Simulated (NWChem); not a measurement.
**A calculation on thiourea (CH4N2S)**

SMILES: NC(N)=S
```xyz
8

N     -1.0965    -0.3516    -1.0488
C      0.0000     0.0000    -0.3153
N      1.0965     0.3516    -1.0488
S      0.0000     0.0000     1.3534
H     -1.1896    -0.0546    -2.0147
H     -1.9524    -0.4855    -0.5252
H      1.1896     0.0546    -2.0147
H      1.9524     0.4855    -0.5252
```
Charge 0, spin multiplicity 1.

All runs are NWChem calculations. All single points use one geometry, from B3LYP/def2-SVP, a minimum by its harmonic frequencies. It is one conformer; others weren't searched.

Symmetry labels belong to the abelian group C2 used in the runs, with the axes of the coordinates shown.

The Pople sets run with spherical d functions.

Question: List the lowest 6 singlet excitations that CIS/6-31+G* (spherical d) gives, with oscillator strengths.

Answer: 
```
state  symmetry  energy (eV)  wavelength (nm)      f
-----  --------  -----------  ---------------  -----
1             a         5.23              237  0.001
2             a         6.18              201  0.306
3             b         6.22              199  0.026
4             b         6.42              193  0.110
5             b         7.07              175  0.000
6             a         7.26              171  0.011
```
